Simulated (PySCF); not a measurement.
C3H10Si3, SMILES C=CC1[SiH2][SiH2][SiH2]1. Atoms are numbered in the order given.

```xyz
16

C      3.3377     0.3434     0.0000
C      2.1784    -0.3267     0.0000
C      0.8143     0.2764     0.0000
Si    -0.3842    -0.1732    -1.4433
Si    -2.2160     0.2136     0.0000
Si    -0.3842    -0.1732     1.4433
H      3.3668     1.4381     0.0000
H      4.2970    -0.1803     0.0000
H      2.2091    -1.4245     0.0000
H      0.8786     1.3816     0.0000
H     -0.2662    -1.6298    -1.7537
H     -0.1761     0.6092    -2.6973
H     -3.3874    -0.7070     0.0000
H     -2.6800     1.6330     0.0000
H     -0.1761     0.6092     2.6973
H     -0.2662    -1.6298     1.7537
```

Geometry optimised at B3LYP-D3(BJ)/def2-SVP. The structure was generated by enumeration, and PubChem lists no compound with its InChIKey, so it may never have been made. One conformer was computed; it need not be the lowest.

Two levels are set side by side: PBE/pcSseg-1 (PySCF) and HF/pcSseg-1 (PySCF). GIAO shifts against TMS (²⁹Si), TMS (¹H), TMS (¹³C) at the same level; non-relativistic, no solvent, atoms listed together averaged. Differences are taken from unrounded values.

| quantity | HF |
|---|---|
| δ(¹³C) of C1 (ppm) | 118.8 |
| δ(¹³C) of C2 (ppm) | 150.3 |
| δ(¹³C) of C3 (ppm) | 17.9 |
| δ(²⁹Si) of Si4, Si6 (ppm) | -46.4 |
| δ(²⁹Si) of Si5 (ppm) | -92.4 |
| δ(¹H) of H9 (ppm) | 6.27 |
| δ(¹H) of H10 (ppm) | 1.68 |
| δ(¹H) of H13, H14 (ppm) | 3.65 |

What does PBE give, and how far is it from HF? (The exact figures need the calculation; the answer reports its results.)


| quantity | PBE | PBE minus HF |
|---|---|---|
| δ(¹³C) of C1 (ppm) | 116.5 | -2.3 |
| δ(¹³C) of C2 (ppm) | 149.1 | -1.1 |
| δ(¹³C) of C3 (ppm) | 30.7 | 12.9 |
| δ(²⁹Si) of Si4, Si6 (ppm) | -52.9 | -6.5 |
| δ(²⁹Si) of Si5 (ppm) | -107.7 | -15.3 |
| δ(¹H) of H9 (ppm) | 6.30 | 0.03 |
| δ(¹H) of H10 (ppm) | 2.54 | 0.86 |
| δ(¹H) of H13, H14 (ppm) | 4.07 | 0.42 |

Rough cost on one machine, each run with all the roots and properties that it gave: HF against PBE within a factor of 2.
